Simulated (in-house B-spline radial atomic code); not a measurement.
**BSE on G0W0@HF excitations of Cl VI (Cl5+)**

Method: BSE on G0W0@HF. Computed with an all-electron radial atomic-structure program (B-spline basis): linear response of the closed shell [Ne] 3s2 with a statically screened interaction on G0W0 levels; scalar-relativistic (spin-free one-electron X2C), finite nucleus, no spin-orbit coupling, no double excitations, S, P, D and F terms only.

Command:
```bash
python run_td.py task.json out
```
Settings (radii: box in bohr, nucleus in fm):
```
Z                        17
electrons                12
configuration            [Ne] 3s2
hamiltonian              x2c
method                   bse
box_radius               16.35
rms_radius               3.3654
intervals                72
```

Time taken, with all properties: 1.1 s on 1 thread of Arm Neoverse N1, with other jobs on the host.

The lowest states, in the order of their Tamm-Dancoff energies; the method's threshold (minus the highest G0W0 level) is 97.07 eV. Labels give the largest channel, * marks a mixed state, and oscillator strengths are full-response dipole values. Energies in eV:

```
     state  full response  Tamm-Dancoff  oscillator strength
3s → 3p 3P         11.541        11.824                    -
3s → 3p 1P         18.807        19.681                 1.25
3s → 3d 3D          35.70         35.74                    -
3s → 3d 1D          38.97         39.03                    -
3s → 4s 3S          51.14         51.16                    -
3s → 4s 1S          52.78         52.81                    -
3s → 4p 3P          56.80         56.81                    -
3s → 4p 1P          57.52         57.56                0.142
3s → 4d 3D          63.92         63.92                    -
3s → 4d 1D              ?             ?                    -
3s → 4f 3F          66.06         66.06                    -
3s → 4f 1F          66.50         66.50                    -
3s → 5s 3S              ?             ?                    -
3s → 5s 1S          70.88         70.89                    -
3s → 5p 3P          72.88         72.89                    -
3s → 5p 1P          73.14         73.15               0.0594
```

(1) Where does 3s → 4d 1D lie?

(2) Where does 3s → 5s 3S lie?

(3) How large is the singlet-triplet splitting of 3s → 3p (P terms) in Tamm-Dancoff?

(4) What polarisabilities and dispersion coefficient does the method give?

Answers

(1) At 64.35 eV in full response, 64.36 eV in Tamm-Dancoff.

(2) At 70.35 eV in full response, 70.35 eV in Tamm-Dancoff.

(3) 7.86 eV, from the unrounded values.

(4) Dipole 2.732 bohr³, quadrupole 2.899 bohr⁵, C6 4.128 hartree·bohr⁶ for two such species.
